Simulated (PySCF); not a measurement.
# Radial density of Ne³⁺ (neon, charge +3)

PBE, [He] 2s2 2p3, high-spin 4S determinant. Computed with PySCF 2.14 in cc-pVDZ-DK (3s2p1d, 14 functions), with scalar relativity by spin-free X2C-1e.

```json
{"r (bohr)": "0.00201", "4πr²ρ (e/bohr)": "0.03259", "4πr²(ρα − ρβ)": "0.0000"}
{"r (bohr)": "0.00339", "4πr²ρ (e/bohr)": "0.09016", "4πr²(ρα − ρβ)": "0.0001"}
{"r (bohr)": "0.00570", "4πr²ρ (e/bohr)": "0.2416", "4πr²(ρα − ρβ)": "0.0002"}
{"r (bohr)": "0.00958", "4πr²ρ (e/bohr)": "0.6177", "4πr²(ρα − ρβ)": "0.0005"}
{"r (bohr)": "0.0161", "4πr²ρ (e/bohr)": "1.514", "4πr²(ρα − ρβ)": "0.0014"}
{"r (bohr)": "0.0271", "4πr²ρ (e/bohr)": "3.410", "4πr²(ρα − ρβ)": "0.0040"}
{"r (bohr)": "0.0456", "4πr²ρ (e/bohr)": "6.654", "4πr²(ρα − ρβ)": "0.0134"}
{"r (bohr)": "0.0767", "4πr²ρ (e/bohr)": "10.14", "4πr²(ρα − ρβ)": "0.0599"}
{"r (bohr)": "0.129", "4πr²ρ (e/bohr)": "10.40", "4πr²(ρα − ρβ)": "0.3024"}
{"r (bohr)": "0.217", "4πr²ρ (e/bohr)": "6.257", "4πr²(ρα − ρβ)": "1.1561"}
{"r (bohr)": "0.365", "4πr²ρ (e/bohr)": "4.687", "4πr²(ρα − ρβ)": "2.8131"}
{"r (bohr)": "0.614", "4πr²ρ (e/bohr)": "6.421", "4πr²(ρα − ρβ)": "3.7453"}
{"r (bohr)": "1.03", "4πr²ρ (e/bohr)": "3.286", "4πr²(ρα − ρβ)": "1.8434"}
{"r (bohr)": "1.74", "4πr²ρ (e/bohr)": "0.2950", "4πr²(ρα − ρβ)": "0.1451"}
{"r (bohr)": "2.92", "4πr²ρ (e/bohr)": "0.006832", "4πr²(ρα − ρβ)": "0.0053"}
```

Densities and radii are taken from the X2C orbitals without a picture-change correction, which distorts them close to the nucleus.
